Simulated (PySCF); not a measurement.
B(F)(H)(NHMe) (CH5BFN), SMILES CNBF. Heavy atoms are numbered as in [BH:1]([F:2])[NH:4][CH3:5]. Hydrogens are named by the atom that carries them.

The structure is a stationary point at PBE0-D3(BJ)/def2-SVP. The values are those of a single conformer.

Computed with PBE0/pcSseg-1 in PySCF.

GIAO shieldings, no solvent; atoms alike by connectivity are averaged. δ = σ(ref) − σ: ¹¹B against BF3 (σ = 88.8 ppm); ¹⁹F against CFCl3 (σ = 167.2 ppm); ¹H against TMS (σ = 31.56 ppm); ¹⁵N against NH3 (σ = 267.4 ppm); ¹³C against TMS (σ = 186.3 ppm), references at their B3LYP-D3(BJ)/def2-TZVP geometries, non-relativistic.

```csv
atoms,nucleus,count,δ (ppm)
B1 (BH),¹¹B,1,___
F2,¹⁹F,1,-117.5
H on B1,¹H,1,___
H on N4,¹H,1,___
H on C5,¹H,3,3.06
N4 (NH),¹⁵N,1,99.7
C5 (CH3),¹³C,1,32.2
```

Problem. Complete the blanks. (Estimate from the structure and the level; the computed values follow.)

Solution. 
- H on N4, δ (ppm): 3.31
- B1 (BH), δ (ppm): 15.7
- H on B1, δ (ppm): 4.57
